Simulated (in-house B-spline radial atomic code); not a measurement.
## Ionising Ba XLV (Ba44+) with different functionals

Computed with a radial B-spline atomic code at the basis-set limit: scalar-relativistic (spin-free X2C) Hamiltonian, Fermi nucleus of rms radius 4.8378 fm, spin-polarised at highest spin, spherical fractional occupations for the functionals. The ionisation energy is the difference of two self-consistent energies, [Ne] 3s2 → [Ne] 3s1, without Breit or QED terms; ε is the level of the shell that loses the electron (its least bound occupied spin orbital). There is no spin-orbit coupling in this Hamiltonian.

```csv
method,rung,ΔSCF (eV),-ε(3s) (eV)
LDA PW92,LDA,?,?
OLYP,GGA,3553.1,3516.5
PBEsol,GGA,3553.5,3515.5
SCAN,meta-GGA,3549.6,3517.6
r2SCAN0,global hybrid,3549.4,3525.5
CAM-B3LYP,range-separated hybrid,?,?
```

Task: What does CAM-B3LYP give?

Result: ΔSCF 3554.5 eV, and -ε(3s) = 3526.1 eV.

Task: What does LDA PW92 give?

Result: ΔSCF 3553.4 eV, and -ε(3s) = 3515.3 eV.

Task: Among the functionals, which spreads more, the ΔSCF values or the orbital energies?

Result: The orbital energies: ΔSCF values span about 5.1 eV and the orbital energies 10.7 eV.

Task: How do they compare with the NIST value?

Result: NIST lists 3546 eV ± 4 (tabulated theory, ground level to ground level). Errors run from +3.4 to +8.5 eV; r2SCAN0 is closest (+3.4 eV), though others lie within the uncertainty of it, and part of that can be cancellation, since the calculations leave out Breit-QED terms, the near-degeneracy of s² and p².
